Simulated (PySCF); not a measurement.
All values below come from PySCF with PBE-D3(BJ)/def2-TZVP // B3LYP-D3(BJ)/def2-TZVP. All species are isolated molecules in the gas phase. Excitations are Tamm–Dancoff values on a coarser integration grid. The basis has no diffuse functions, so Rydberg states are missing or too high.

Reference species (SMILES): `C1C[SiH2]1` (neutral, multiplicity 1).

The brightest of the four lowest singlets (TDA) is 6.21 eV. The S1 oscillator strength comes out as 0.019.

Changed species: `C=C[SiH3]`.

**Question.** What does the change do to the brightest of the four lowest singlets (TDA) and S1 oscillator strength?

**Answer.** the brightest of the four lowest singlets (TDA) rises by 0.68 eV, to 6.89 eV; the S1 oscillator strength decreases by 0.017, to 0.002.
